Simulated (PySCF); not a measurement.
Two-component Hartree-Fock for Al¹⁰⁺ (aluminium, charge +10)

Start: [He] 2s1; 2s1/2 filled at m_j = +1/2. Calculated with PySCF 2.14 in an even-tempered Gaussian basis (17 s from 1.4 bohr⁻², ratio 2.4; 10 p from 1.9 bohr⁻², ratio 2.4; 5 d from 5.7 bohr⁻², ratio 2.6; 5 f from 8.6 bohr⁻², ratio 2.6): generalised Hartree-Fock with the X2C-1e Hamiltonian and a Gaussian nucleus; one run each with spin-orbit coupling (SO) switched off, then screened by Boettger's factors.

| spinor shell | electrons | ε, spin-free (eV) | ε, screened SO (eV) | weight of nominal j (screened SO) | rms radius, screened SO (bohr) |
| --- | --- | --- | --- | --- | --- |
| 1s1/2 | 2 | -2023.1 | -2023.1 | 1.000 | 0.137 |
| 2s1/2 | 1 | -441.93 | -441.93 | 1.000 | 0.551 |

```json
{"quantity": "E (hartree)", "spin-free": "-177.56838", "screened SO": "-177.56838"}
{"quantity": "M_J", "spin-free": "1/2", "screened SO": "1/2"}
{"quantity": "⟨J²⟩", "spin-free": "0.750", "screened SO": "0.750"}
{"quantity": "⟨L²⟩", "spin-free": "0.000", "screened SO": "0.000"}
{"quantity": "⟨S²⟩", "spin-free": "0.750", "screened SO": "0.750"}
```

Each row is a mean over spinors that exchange with the open shell spreads, by up to 6.683 eV (1s1/2).

Without spin-orbit coupling the j labels of p, d and f shells carry no meaning; the spin-free column gives the mean over the occupied spinors of each nl shell.
